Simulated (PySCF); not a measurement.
C3H4BFO, SMILES B(O)(F)C=C=C.

Geometry: B3LYP-D3(BJ)/def2-SVP. This is a generated structure with no PubChem entry under its InChIKey; it may be hypothetical. The values are those of a single conformer.

Two levels are set side by side: TDA-PBE/def2-SVPD (PySCF) and TDA-LC-ωPBE/def2-SVPD (PySCF). Vertical, same geometry. The lowest singlet is HOMO→LUMO 100 % with PBE and HOMO→LUMO 95 % with the other functional; states are paired by order. Differences are taken from unrounded values.

| quantity | TDA-PBE |
|---|---|
| lowest singlet excitation (eV) | 4.84 |
| lowest triplet excitation (TDA) (eV) | 4.25 |
| first bright state (f over 0.05) (eV) | 6.52 |
| its oscillator strength | 0.21 |

Question: These are the TDA-PBE values. What does TDA-LC-ωPBE give? (The exact figures need the calculation; the answer reports its results.)

Answer: 
```json
[
 {"quantity": "lowest singlet excitation (eV)", "TDA-LC-ωPBE": "5.43", "TDA-PBE minus TDA-LC-ωPBE": "-0.59"},
 {"quantity": "lowest triplet excitation (TDA) (eV)", "TDA-LC-ωPBE": "4.15", "TDA-PBE minus TDA-LC-ωPBE": "0.10"},
 {"quantity": "first bright state (f over 0.05) (eV)", "TDA-LC-ωPBE": "7.22", "TDA-PBE minus TDA-LC-ωPBE": "-0.70"},
 {"quantity": "its oscillator strength", "TDA-LC-ωPBE": "0.44", "TDA-PBE minus TDA-LC-ωPBE": "-0.23"}
]
```

Functionals without exact exchange tend to place singlet excitations lower, as here. Differences between two approximate levels are no errors against the true value.

Rough cost on one machine, each run with all the roots and properties that it gave: TDA-LC-ωPBE against TDA-PBE about 3 times.
